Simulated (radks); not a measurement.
Question: Coherent X-ray form factor from a spherical all-electron density. All-electron calculation, non-relativistic Kohn-Sham, LB94 model potential, spin-unpolarised, spherical densities, point nucleus. Program: a radial shooting solver on a logarithmic mesh with Libxc functionals.

sin(theta)/lambda (1/angstrom),f0 (electrons)
0.05,40.441
0.1,38.889
0.15,36.656
0.2,34.105
0.25,31.535
0.3,29.138
0.4,25.152
0.5,22.192
0.6,19.936
0.8,16.389
1,13.350
1.25,10.228
1.5,8.053
2,5.860

The species is in the configuration that NIST lists as its ground one. Which atom or ion scatters so?

Answer: The technetium ion Tc2+, [Kr] 4d5. Extrapolating in s^2 from the first two rows gives f0(0) = 41.0, near the electron count 41; among species with that count, the fall with angle is slower the higher Z, and the table is that of Z = 43; from so few rows the species is fixed only to a neighbour or two.
